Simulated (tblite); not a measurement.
C3H8OSSi (charge +1 and doublet state).
Z-matrix (Å and degrees, GFN2-xTB geometry), rows numbered from 1:
```
Si
S   1  2.2645
C   2  1.7996  1  106.90
C   3  1.5520  2  107.49  1    71.43
O   4  1.4043  3   90.61  2  -104.24
C   5  1.4280  4   92.13  3   -14.88
H   1  1.4603  2  101.54  3   -42.61
H   1  1.4619  2  101.16  3    75.31
H   1  1.4516  2   99.04  3  -164.55
H   3  1.0865  2  108.08  1  -159.93
H   4  1.0970  3  110.70  2   141.39
H   4  1.0942  3  119.63  2    13.18
H   6  1.0922  3  118.61  2   -23.58
H   6  1.0956  3  113.69  2  -153.74
```

Method: GFN2-xTB as coded in tblite; computed harmonic values from a numerical Hessian at the method's own geometry, unscaled. Against measured fundamentals such values can be off by several per cent, at times by over 20. Modes of hydrogen on silicon can be 10 to 20 % off. One conformer, not necessarily the lowest. Open shells enter through the occupations alone, without spin polarisation, and single modes of such species can be off by tens of per cent.

Harmonic wavenumbers (cm⁻¹): 83.2, 129.8, 163.5, 198.0, 274.4, 337.1, 380.5, 503.4, 535.6, 634.6, 693.3, 703.4, 753.0, 778.9, 848.5, 930.5, 997.0, 1001.3, 1042.5, 1057.4, 1094.5, 1115.9, 1135.1, 1194.7, 1205.1, 1240.1, 1418.7, 1431.3, 2286.4, 2297.5, 2394.0, 2898.8, 2932.4, 2953.7, 2960.7, 3022.8.

A = 3600, B = 1796, C = 1462 MHz; mass 120.007 u (most abundant isotopes); point group C1, symmetry number 1; spin multiplicity 2.

Question: Zero-point energy?

Answer: Half the sum of the wavenumbers: 21814 cm⁻¹ = 260.95 kJ/mol.

Question: Entropy at 273.15 K, 1 bar (ideal gas, RRHO, classical rotation)?

Answer: Translation 166.74, rotation 115.73, vibration 71.17, spin (R ln 2) 5.76: S = 359.4 J/(mol K).

Question: And Cp and H(273.15 K) − H(0)?

Answer: Cp = 120.61 J/(mol K), of which vibrations give 87.35 (their classical limit is 36 R = 299.3); H(273.15 K) − H(0) = 20.28 kJ/mol without the zero-point energy, 11.19 from vibrations.

Question: Which modes carry the vibrational entropy at 273.15 K?

Answer: 83.2 cm⁻¹: 15.24; 129.8 cm⁻¹: 11.64; 163.5 cm⁻¹: 9.81; 198.0 cm⁻¹: 8.33; 274.4 cm⁻¹: 5.94; 337.1 cm⁻¹: 4.55 J/(mol K); the other 30 give 15.66 together.

Question: Blend soft modes into free rotors: weight 1/[1 + (100 cm⁻¹/ν̃)⁴] for the oscillator and the rest for a rotor with moment μB/(μ + B), μ = h/(8π²ν), B = 10⁻⁴⁴ kg m². What vibrational entropy results?

Answer: 68.97 J/(mol K) in place of 71.17, which changes −T·S at 273.15 K by +0.60 kJ/mol.

Question: What must be added to the electronic energy to get the Gibbs energy at 273.15 K and 1 bar?

Answer: ZPE + [H(273.15 K) − H(0)] − T·S = 260.95 + 20.28 − 98.17 = 183.06 kJ/mol.

Question: How do the functions run with temperature in this model?

Answer: 
| T (K) | S (J/(mol K)) | Cp (J/(mol K)) | H − H(0) (kJ/mol) | G − H(0) (kJ/mol) | ln q(vib) |
| --- | --- | --- | --- | --- | --- |
| 50 | 236.2 | 44.3 | 1.83 | -9.98 | 0.13 |
| 100 | 272.7 | 62.6 | 4.52 | -22.75 | 0.72 |
| 298.15 | 370.3 | 129.3 | 23.40 | -87.02 | 4.08 |
| 373.15 | 402.0 | 153.6 | 34.02 | -115.99 | 5.47 |
| 500 | 451.9 | 187.3 | 55.75 | -170.20 | 7.86 |
| 750 | 537.0 | 232.0 | 108.63 | -294.16 | 12.46 |
| 1000 | 608.0 | 260.3 | 170.42 | -437.54 | 16.77 |

q(vib) and H(0) count from the zero-point level.

Hindered rotation and anharmonicity are outside this model. Other conformers, if any are populated, would add a mixing term that is left out. The structure is chiral; the term R ln 2 for an equal mix with its mirror image is left out.

On Arm Neoverse V2, one thread, shared host, this took 0.35 s of wall time. This covers the Hessian and the dipole derivatives.
